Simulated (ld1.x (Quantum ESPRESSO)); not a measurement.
## Building the ultrasoft potential for erbium (PBE, fully relativistic).

ld1.x (Quantum ESPRESSO) 7.5 input, shortened:

```
&input
   title='Er', zed=68., rel=2, dft='PBE', iswitch=3,
   config='[Xe] 4f12 5d0 6s1 6p0', rel_dist='average'
 /
 &inputp
   pseudotype=3, tm=.true., lloc=-1, rcloc=1.15,
   nlcc=.false.,
   which_augfun='PSQ', rmatch_augfun_nc=.true.
 /
8
5S  1  0   2.00   0.00  1.60  1.85  0.0
6S  2  0   1.00   0.00  1.60  1.85  0.0
5P  2  1   6.00   0.00  2.85  3.05  0.0
6P  3  1   0.00   0.00  2.85  3.05  0.0
5D  3  2   0.00   0.00  2.05  2.55  0.0
5D  3  2   0.00   2.15  2.05  2.55  0.0
4F  4  3  12.00   0.00  1.05  1.15  0.0
4F  4  3   0.00  -0.30  1.05  1.15  0.0
 &test
   configts(1)='4f12 5s2 5p6 5d0 6s1 6p0'
 /
```

Open shells are filled in proportion to 2j + 1 (rel_dist='average').

All-electron outer shells of the reference configuration (PBE, scalar-relativistic, ld1.x):

| shell | level (eV) | outermost node (bohr) | outermost maximum (bohr) |
| --- | --- | --- | --- |
| 4p | -321.12 | 0.27 | 0.49 |
| 4d | -171.92 | 0.25 | 0.51 |
| 5s | -58.51 | 0.60 | 1.11 |
| 5p | -33.02 | 0.65 | 1.28 |
| 4f | -9.72 | – | 0.51 |
| 6s | -9.06 | 1.51 | 3.14 |
| 5d | -6.67 | 0.73 | 1.97 |
| 6p | -5.48 | 1.84 | 4.13 |

Calculated quality:

| Quantity | Value |
| --- | --- |
| Configuration tests | test run stopped at test 1 of 7 (negative rho) |
| Lowest eigenvalue of the overlap operator | -1.20 (p3/2 channel); it is negative, so in a basis up to 400 Ry S is not positive definite and the file is unfit for use |
| Density cutoff estimated by the generator | 630 Ry |

The ghost test of this file was not conclusive. Its overlap operator is not positive definite in a basis up to 400 Ry (lowest eigenvalue s -0.24, p3/2 -1.20, d3/2 -0.49, d5/2 -0.41), so the file is unfit for use: the generalised eigenproblem breaks down once the basis is large enough, and its test numbers describe a broken file.

Generation and tests took about 3.6 s on one core of a shared server CPU.
